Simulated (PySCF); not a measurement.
**Excitation energy of Tc⁺ by level of theory**

Tc⁺ [Kr] 4d5 5s1 (7S) → Tc⁺ [Kr] 4d6 (5D), as a difference of total energies. All numbers are calculated (PySCF 2.14, scalar relativity by spin-free X2C-1e, in x2c-TZVPPall (8s6p6d2f1g, 79 functions)). Correlated levels: valence: [Kr] frozen; valence and next inner shell: [Ar] 3d10 frozen. The calculations carry no spin-orbit coupling.

```json
{"method": "UHF", "excitation energy (eV)": "1.441"}
{"method": "LDA", "excitation energy (eV)": "0.492"}
{"method": "PBE", "excitation energy (eV)": "0.489"}
{"method": "PBE0", "excitation energy (eV)": "0.523"}
{"method": "r2SCAN", "excitation energy (eV)": "0.858"}
{"method": "BHandHLYP", "excitation energy (eV)": "0.276"}
{"method": "B97-3", "excitation energy (eV)": "0.053"}
{"method": "B2PLYP", "excitation energy (eV)": "0.336"}
{"method": "r2SCAN0", "excitation energy (eV)": "0.804"}
{"method": "MP2 (valence)", "excitation energy (eV)": "0.683"}
{"method": "SCS-MP2 (valence)", "excitation energy (eV)": "0.093"}
{"method": "MP2 (valence and next inner shell)", "excitation energy (eV)": "0.846"}
{"method": "SCS-MP2 (valence and next inner shell)", "excitation energy (eV)": "0.474"}
```

Question: How much does correlation contribute at MP2 (valence and next inner shell)?

Answer: 0.846 − (1.441) = -0.595 eV, measured against UHF.

A first-order spin-orbit estimate (lowest level to lowest level, LS coupling) adds -0.097 eV.
